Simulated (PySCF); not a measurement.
A structure optimised at PBE-D3(BJ)/def2-SVP, used in a PySCF frequency run:

```
Al
H 1 1.5956
C 1 1.9676 2 126.91
H 3 1.1097 1 112.51 2 -180.00
H 3 1.1105 4 107.37 1 122.73
H 3 1.1105 4 107.37 5 114.54
C 1 2.1564 2 122.02 3 180.00
H 7 1.1076 1 111.22 2 -180.00
C 7 1.4170 8 115.85 1 -80.70
H 9 1.0993 7 119.13 8 -12.95
H 9 1.1034 10 116.15 7 155.09
C 7 1.4170 8 115.85 9 161.40
H 12 1.0993 7 119.13 8 12.95
H 12 1.1034 13 116.15 7 -155.09
```
Charge 0, spin multiplicity 1.

### Question
Write its SMILES, formula and point group.

### Answer
C=C[CH2][AlH][CH3], C₄H₉Al, Cs

### Question
What are its rotational constants (standard atomic weights)?

### Answer
6.0311, 2.8876, 2.5630 GHz
